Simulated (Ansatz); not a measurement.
CH5NO2Si, SMILES `N[SiH2]C(=O)O`, relaxed with RKS PBE-D4/def2-SVP in the Gaussian-basis code of Ansatz from a rough embedded geometry. The force threshold is 0.03 eV/Å; the program also tests the step.

The species carries charge 0 and has multiplicity 1.

Start:

```xyz
10

N    -0.635   -0.534    1.594
Si   -0.812    0.485    0.234
C     0.573    0.258   -1.090
O     0.459    0.836   -2.088
O     1.551   -0.655   -0.861
H     0.354   -0.310    2.008
H    -0.549   -1.493    1.313
H    -2.171    0.085   -0.253
H    -0.862    1.899    0.789
H     2.090   -0.571   -1.645
```

**Question.** By how much does the energy fall, and how many steps does the optimiser take? (Estimate.)

**Answer.** The calculation gave: 13.61 kcal/mol, in 6 steps.

**Question.** Which bonds change most? (Best estimate.)

**Answer.** Computed: N1–H6 from 1.096 to 1.023 Å; C3–O4 from 1.159 to 1.218 Å; O5–H10 from 0.955 to 0.988 Å; N1–Si2 from 1.709 to 1.740 Å.

**Question.** Give the relaxed structure. (Best estimate.)

**Answer.** Computed: 
```xyz
10

N    -0.568   -0.568    1.674
Si   -0.778    0.425    0.261
C     0.526    0.301   -1.178
O     0.443    0.958   -2.200
O     1.541   -0.578   -0.952
H     0.225   -0.365    2.290
H    -0.676   -1.580    1.570
H    -2.085    0.072   -0.386
H    -0.742    1.867    0.676
H     2.114   -0.533   -1.756
```
